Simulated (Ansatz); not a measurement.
Job for Ansatz (a quantum-chemistry and plane-wave program): R-B3LYP/def2-TZVPP on CH6AlN (SMILES C[NH][AlH2]), a point of a torsion scan.

Ansatz 0.2 input:
```yaml
crystal:
  periodic: [false, false, false]
  atoms:
    - {symbol: C, position_ang: [-1.27796826, 0.27092915, 0.24835557]}
    - {symbol: N, position_ang: [-0.08390076, -0.51206010, -0.07188015]}
    - {symbol: Al, position_ang: [1.58214364, -0.04237334, -0.50276627]}
    - {symbol: H, position_ang: [-2.09986299, 0.04978845, -0.43907601]}
    - {symbol: H, position_ang: [-1.03465875, 1.32936746, 0.16223860]}
    - {symbol: H, position_ang: [-1.61950083, 0.07633933, 1.26994886]}
    - {symbol: H, position_ang: [-0.31242775, -1.50329987, -0.01893998]}
    - {symbol: H, position_ang: [1.91208086, 1.26863188, -1.24719711]}
    - {symbol: H, position_ang: [2.75998177, -0.95365364, -0.10789323]}
basis:
  gaussian:
    orbitals: def2-TZVPP
hamiltonian:
  xc: {name: B3LYP}
scf: {lower_state_search: off}
```

**Question.** What total energy does the run end on?

**Answer.** -338.9803 hartree.
